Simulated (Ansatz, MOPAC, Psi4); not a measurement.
**How methods differ on SnNH4Cl (SMILES [NH2][SnH2][Cl])**

The runs start from one conformer, not always the lowest.

SnNH4Cl, singlet, SMILES `[NH2][SnH2][Cl]`. Each level relaxes the structure for itself.

Each level gives the zero-point energy at each level's own minimum (kJ/mol). The values are calculated.

```tsv
level	kind	program	value (kJ/mol)
AM1	semi-empirical	MOPAC	102.5
MNDO	semi-empirical	MOPAC	113.5
PM6	semi-empirical	MOPAC	107.8
PM7-	semi-empirical	MOPAC	101.8
HF/STO-3G	Hartree–Fock	Ansatz	123.2
HF/3-21G	Hartree–Fock	Ansatz	112.6
PBE/def2-SVP (core potential)	GGA	Ansatz	100.1
PBE0-D4/def2-TZVP (core potential)	global hybrid	Ansatz	104.5
wB97X-D/def2-SVP (density fitting, core potential)	range-separated hybrid	Psi4	106.3
```

All-electron rows without a relativistic Hamiltonian named are non-relativistic, while core potentials hold scalar relativity, so basis and relativity change together. Harmonic and unscaled. The values span 100.1 to 123.2 kJ/mol.
